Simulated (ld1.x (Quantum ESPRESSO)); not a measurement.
## u(r) = r·R(r): atom against pseudo-atom (P (Z = 15))

Columns: radius, all-electron u(r) and pseudo u(r) of the 3s shell (level -13.97 eV) of phosphorus in the configuration [Ne] 3s2 3p3; PBE, scalar-relativistic, ultrasoft scheme, ld1.x (Quantum ESPRESSO) 7.5.

```json
{"r (bohr)": "0.103", "all-electron": "0.1098", "pseudo": "0.0950"}
{"r (bohr)": "0.205", "all-electron": "-0.1989", "pseudo": "0.1876"}
{"r (bohr)": "0.308", "all-electron": "-0.3617", "pseudo": "0.2780"}
{"r (bohr)": "0.410", "all-electron": "-0.3520", "pseudo": "0.3631"}
{"r (bohr)": "0.513", "all-electron": "-0.2342", "pseudo": "0.4432"}
{"r (bohr)": "0.615", "all-electron": "-0.0683", "pseudo": "0.5160"}
{"r (bohr)": "0.718", "all-electron": "0.1103", "pseudo": "0.5818"}
{"r (bohr)": "0.820", "all-electron": "0.2765", "pseudo": "0.6388"}
{"r (bohr)": "0.923", "all-electron": "0.4224", "pseudo": "0.6877"}
{"r (bohr)": "1.025", "all-electron": "0.5411", "pseudo": "0.7275"}
{"r (bohr)": "1.128", "all-electron": "0.6351", "pseudo": "0.7588"}
{"r (bohr)": "1.230", "all-electron": "0.7043", "pseudo": "0.7814"}
{"r (bohr)": "1.332", "all-electron": "0.7517", "pseudo": "0.7958"}
{"r (bohr)": "1.435", "all-electron": "0.7802", "pseudo": "0.8024"}
{"r (bohr)": "1.538", "all-electron": "0.7923", "pseudo": "0.8014"}
{"r (bohr)": "1.640", "all-electron": "0.7907", "pseudo": "0.7935"}
{"r (bohr)": "1.743", "all-electron": "0.7784", "pseudo": "0.7788"}
{"r (bohr)": "1.845", "all-electron": "0.7578", "pseudo": "0.7578"}
{"r (bohr)": "1.948", "all-electron": "0.7308", "pseudo": "0.7308"}
{"r (bohr)": "2.050", "all-electron": "0.6995", "pseudo": "0.6995"}
{"r (bohr)": "2.153", "all-electron": "0.6649", "pseudo": "0.6649"}
{"r (bohr)": "2.255", "all-electron": "0.6289", "pseudo": "0.6289"}
{"r (bohr)": "2.358", "all-electron": "0.5915", "pseudo": "0.5915"}
{"r (bohr)": "2.460", "all-electron": "0.5545", "pseudo": "0.5545"}
{"r (bohr)": "2.562", "all-electron": "0.5179", "pseudo": "0.5179"}
{"r (bohr)": "2.665", "all-electron": "0.4819", "pseudo": "0.4819"}
```

Question: How many radial nodes do the two functions have?

Answer: The all-electron 3s function has n − l − 1 = 2; the pseudo-wave has 0, since the states of the same l below it are removed with the core.

Question: At about which radius was the pseudo-wave matched?

Answer: 1.85 bohr. The columns agree to 0.0005 from 1.74 bohr on; several derivatives are matched, so the curves merge somewhat inside the radius.

Question: Where does each function peak?

Answer: Outermost all-electron maximum near 1.54 bohr, pseudo maximum near 1.44 bohr (to the table’s step).

Question: Is the pseudo-wave norm-conserving?

Answer: No, it belongs to an ultrasoft set: the norm inside the radius is not constrained, and the difference is carried by the augmentation charge.
